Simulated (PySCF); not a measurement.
Delta-SCF ions had no search for a lower state. Excitations are Tamm–Dancoff values on a coarser integration grid. The basis has no diffuse functions, so Rydberg states are missing or too high.

Cartesian coordinates (Å):
```xyz
6

S      1.5103    -0.0212     0.8994
Si    -0.4164    -0.0258     0.0425
Cl    -0.8290     1.7108    -0.9397
Cl    -0.6633    -1.5431    -1.2946
Cl    -1.7153    -0.2604     1.5863
H      2.1137     0.1397    -0.2940
```
Charge 0, spin multiplicity 1.

Estimate the S1 excitation (TDA), vertical ionisation energy (Delta-SCF), HOMO, S1 oscillator strength and total energy that r2SCAN-D4/def2-TZVP in PySCF returns for this input.


```json
{
  "S1 excitation (TDA)": "6.03 eV",
  "vertical ionisation energy (Delta-SCF)": "10.14 eV",
  "HOMO": "-7.24 eV",
  "S1 oscillator strength": "0.006",
  "total_energy": "-2069.0088 Ha"
}
```
